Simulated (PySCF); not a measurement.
Start geometry of `C1=COC([Si@H]2CCC[SiH2]2)=C1` from GFN2-xTB (Å):
```
atom  x, y, z in Å
C1     3.7150    0.3830   -0.0993
C2     2.8665    1.2978   -0.6436
O3     1.5923    0.9213   -0.4747
C4     1.5952   -0.2572    0.1969
Si5   -0.0670   -1.0548    0.5444
C6    -1.2148    0.2215    1.4058
C7    -2.0267    0.9541    0.3355
C8    -2.7326   -0.0258   -0.6038
Si9   -1.4437   -1.2534   -1.3110
C10    2.8899   -0.6267    0.4436
H11    4.7852    0.4247   -0.0864
H12    3.0447    2.2235   -1.1550
H13    0.2199   -2.1859    1.4409
H14   -0.6652    0.9451    2.0084
H15   -1.8991   -0.2951    2.0818
H16   -2.7626    1.6101    0.8114
H17   -1.3550    1.5899   -0.2476
H18   -3.4929   -0.5717   -0.0408
H19   -3.2594    0.5267   -1.3820
H20   -2.0816   -2.5451   -1.5920
H21   -0.9225   -0.7493   -2.5890
H22    3.2040   -1.5133    0.9556
```

Task: What comes out of this run: PySCF, PBE0-D3(BJ)/def2-SVP geometry optimisation, gas phase?

Result: 
```
atom  x, y, z in Å
C1     3.611    0.382   -0.224
C2     2.690    1.212   -0.792
O3     1.444    0.761   -0.561
C4     1.533   -0.386    0.177
Si5   -0.068   -1.250    0.608
C6    -1.278   -0.036    1.438
C7    -1.985    0.753    0.325
C8    -2.676   -0.179   -0.684
Si9   -1.427   -1.490   -1.292
C10    2.859   -0.656    0.405
H11    4.692    0.497   -0.252
H12    2.771    2.129   -1.371
H13    0.280   -2.448    1.428
H14   -0.760    0.629    2.146
H15   -2.016   -0.616    2.020
H16   -2.717    1.456    0.758
H17   -1.239    1.375   -0.201
H18   -3.503   -0.716   -0.186
H19   -3.125    0.387   -1.516
H20   -2.065   -2.824   -1.520
H21   -0.737   -1.073   -2.553
H22    3.248   -1.504    0.964
```

The energy falls by 0.122 eV over 11 energy and gradient evaluations, the largest force component goes from 0.0145 to 3.5e-04 Eh/bohr, and the atoms move by 0.151 Å rms after alignment. The bond that changes most is Si5–Si9 (SiH silicon to SiH2 silicon), which lengthens by 0.030 Å. Bonds longer at the end by more than 0.005 Å: 18 of 23; shorter: 3. Among the angles that change most is Si5–Si9–H21, from 117.1° to 112.7°. Among the dihedrals that turn most is H13–Si5–Si9–H21, from -130° to -119°. Rotational constants go from 1997, 589.2, 573.4 to 1917, 604.1, 596.1 MHz. The orientation of the end geometry is arbitrary; only internal coordinates are fixed.

The run used 208 basis functions and 75 SCF cycles in all. Cost: about 11 min of CPU time on one thread; the machine was shared, so the figure is rough.

No PBE0-D3(BJ)/def2-SVP frequencies stand behind this structure, so it isn't proved a minimum. One conformer, not necessarily the lowest.
